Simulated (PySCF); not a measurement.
Species: titanium dioxide, TiO₂ (singlet state).
Numbering: `[O:1]=[Ti:2]=[O:3]`

Computed, not measured: core-valence-separated Tamm–Dancoff BHandHLYP/aug-pcX-1 (def2-SVPD on Ti) in PySCF, non-relativistic, gas phase, PBE0-D3(BJ)/def2-SVP geometry.

Computed oxygen K-edge spectrum, Gaussian lines of 0.6 eV full width, highest printed point 100; it ends one width below the last computed root. No empirical shift is added; at this level the pattern usually sits a few eV under experiment.

photon energy (eV), absorption and a bar:
```
    527.7          0 
    527.8          1 
    527.9          3 #
    528.0          7 ##
    528.1         16 #####
    528.2         31 #########
    528.3         51 ###############
    528.4         73 ######################
    528.5         92 ###########################
    528.6        100 ##############################
    528.7         97 #############################
    528.8         84 #########################
    528.9         68 ####################
    529.0         52 ################
    529.1         38 ###########
    529.2         26 ########
    529.3         16 #####
    529.4          9 ###
    529.5          5 #
    529.6          2 #
    529.7          2 #
    529.8          4 #
    529.9          7 ##
    530.0         11 ###
    530.1         16 #####
    530.2         19 ######
    530.3         20 ######
    530.4         19 ######
    530.5         17 #####
    530.6         17 #####
    530.7         19 ######
    530.8         23 #######
    530.9         28 ########
    531.0         30 #########
    531.1         28 ########
    531.2         23 #######
    531.3         16 #####
    531.4         11 ###
```

Problem. Assign the maxima to core holes.

Solution. 3 maxima:
- 528.6 eV: O1/O3 (oxygen bonded to Ti), 528.61 eV, f = 0.059, sum of 2, 69 % of the height at the exact maximum; O1/O3 (oxygen bonded to Ti), 528.52 eV, f = 0.021, sum of 2, 23 % of the height at the exact maximum
- 530.3 eV: O1/O3 (oxygen bonded to Ti), 530.27 eV, f = 0.017, sum of 2, 97 % of the height at the exact maximum
- 531.0 eV: O1/O3 (oxygen bonded to Ti), 531.01 eV, f = 0.026, sum of 2, 99 % of the height at the exact maximum

Further lines of some strength in the range: O1/O3, 529.01 eV, f = 0.023, sum of 2.

Roots within 0.03 eV on the same or equivalent atoms count as one line; shares under 12 % aren't listed.

Vibrational structure and lifetime widths aren't in the curve. The ionisation threshold wasn't computed; near and above it a finite basis only mimics Rydberg series and continuum.

Time: 2.1 s wall. Hardware: one thread, Arm Neoverse V1, no GPU (shared host).
